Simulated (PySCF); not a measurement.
A run for PySCF: D3(BJ) and D4 dispersion corrections on C3H6 (SMILES C1CC1).

```python
from pyscf import gto
from pyscf.dispersion import dftd3, dftd4

mol = gto.M(
    atom='''
    C     0.85171574    0.15619448    0.05996247
    C    -0.28234453   -0.79736408   -0.19454101
    C    -0.56932068    0.64118090    0.13464820
    H     1.40362374    0.05471028    0.98460233
    H     1.45208890    0.46898904   -0.78358502
    H    -0.44912861   -1.12962510   -1.21024399
    H    -0.49759651   -1.54391104    0.55792131
    H    -0.97869654    0.86776968    1.10980520
    H    -0.93024151    1.28205583   -0.65836949
    ''',
    basis='def2-svp',
    charge=0, spin=0, verbose=0, max_memory=1800)
d3, d4 = {}, {}
for xc in ['hf', 'pbe', 'blyp', 'revpbe', 'tpss', 'r2scan', 'b3lyp', 'pbe0', 'bhlyp', 'camb3lyp', 'b2plyp']:
    d3[xc] = float(dftd3.DFTD3Dispersion(mol, xc=xc, version='d3bj', atm=False).get_dispersion()['energy'])
    print(f'D3(BJ) {xc:10s} {d3[xc]:14.8f} Eh')
for xc in ['hf', 'pbe', 'blyp', 'revpbe', 'tpss', 'r2scan', 'b3lyp', 'pbe0', 'bhlyp', 'camb3lyp', 'b2plyp']:
    d4[xc] = float(dftd4.DFTD4Dispersion(mol, xc={'camb3lyp': 'cam-b3lyp'}.get(xc, xc), atm=True).get_dispersion()['energy'])
    print(f'D4     {xc:10s} {d4[xc]:14.8f} Eh')
```

It printed:

```
D3(BJ) hf            -0.04243178 Eh
D3(BJ) pbe           -0.00466866 Eh
D3(BJ) blyp          -0.00966530 Eh
D3(BJ) revpbe        -0.01270795 Eh
D3(BJ) tpss          -0.00567441 Eh
D3(BJ) r2scan        -0.00118544 Eh
D3(BJ) b3lyp         -0.00779841 Eh
D3(BJ) pbe0          -0.00380735 Eh
D3(BJ) bhlyp         -0.00582262 Eh
D3(BJ) camb3lyp      -0.00314732 Eh
D3(BJ) b2plyp        -0.00338833 Eh
D4     hf            -0.01750535 Eh
D4     pbe           -0.00408455 Eh
D4     blyp          -0.00953494 Eh
D4     revpbe        -0.01603037 Eh
D4     tpss          -0.00555772 Eh
D4     r2scan        -0.00097146 Eh
D4     b3lyp         -0.00654763 Eh
D4     pbe0          -0.00333564 Eh
D4     bhlyp         -0.00427476 Eh
D4     camb3lyp      -0.00326455 Eh
D4     b2plyp        -0.00281510 Eh
```

The run finished.

Cost: very roughly 0.020 core-seconds.
